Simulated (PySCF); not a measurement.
Bonds (- single, = double, # triple, : aromatic): C1=C2, C2-Si3, Si3-O4, Si3-N5, N5-C6, N5-C7. C1 carries H8, H9; C2 carries H10; Si3 carries H11; O4 carries H12; C6 carries H13, H14, H15; C7 carries H16, H17, H18. Stereochemistry as in C=C[Si@@H](O)N(C)C. H9 is cis to Si3; H8 is trans to Si3.

Averaged over atoms made equivalent by symmetry, fast rotation or ring inversion, no solvent model, non-relativistic, one conformer. GFN2-xTB structure; shielding tensors at PBE0/pcSseg-1 (GIAO); PySCF 2.14.0 with density-fitted response routines.

δ = σ(ref) − σ, references computed at the same level: ¹³C, ¹H, ²⁹Si against TMS; ¹⁷O vs H2O; NH3 for ¹⁵N.

```json
{"atoms": "C1", "nucleus": "¹³C", "count": "1", "δ (ppm)": "141.7"}
{"atoms": "H11", "nucleus": "¹H", "count": "1", "δ (ppm)": "4.78"}
{"atoms": "H12", "nucleus": "¹H", "count": "1", "δ (ppm)": "1.30"}
{"atoms": "C2", "nucleus": "¹³C", "count": "1", "δ (ppm)": "146.2"}
{"atoms": "H8", "nucleus": "¹H", "count": "1", "δ (ppm)": "6.54"}
{"atoms": "H10", "nucleus": "¹H", "count": "1", "δ (ppm)": "6.44"}
{"atoms": "O4", "nucleus": "¹⁷O", "count": "1", "δ (ppm)": "?"}
{"atoms": "Si3", "nucleus": "²⁹Si", "count": "1", "δ (ppm)": "?"}
{"atoms": "H13/H14/H15/H16/H17/H18", "nucleus": "¹H", "count": "6", "δ (ppm)": "?"}
{"atoms": "N5", "nucleus": "¹⁵N", "count": "1", "δ (ppm)": "36.5"}
{"atoms": "C6/C7", "nucleus": "¹³C", "count": "2", "δ (ppm)": "39.2"}
{"atoms": "H9", "nucleus": "¹H", "count": "1", "δ (ppm)": "?"}
```

Q: Estimate the values marked ?.

A: 
- H9: 6.18 ppm, hydrogen on a terminal =CH2 carbon; attached to an sp2 carbon and in the plane of the double bond
- H13/H14/H15/H16/H17/H18: 2.63 ppm, hydrogen on a methyl carbon bonded to N; its carbon carries N, an electronegative neighbour
- Si3: -31.3 ppm, silicon bonded to C, N, O, H
- O4: 41.9 ppm, oxygen bonded to Si, H

OH and NH positions are those of a molecule without intermolecular hydrogen bonds; in solution they move with solvent, concentration and temperature, and exchange usually removes their couplings. Shifts are as computed. Against solution values, carbons near 30 ppm lie about +3 ppm off and those near 130 ppm about +5 ppm. Of 1309 compounds with measured shifts, 239 miss one by over three times the rms of a fit or turn the order of signals round; such compounds aren't used in these exercises. Experimental scales use liquid or dissolved standards, which lie at an offset from isolated NH3 (liquid NH3: subtract about 20 ppm) and H2O (liquid H2O: subtract about 36 ppm).
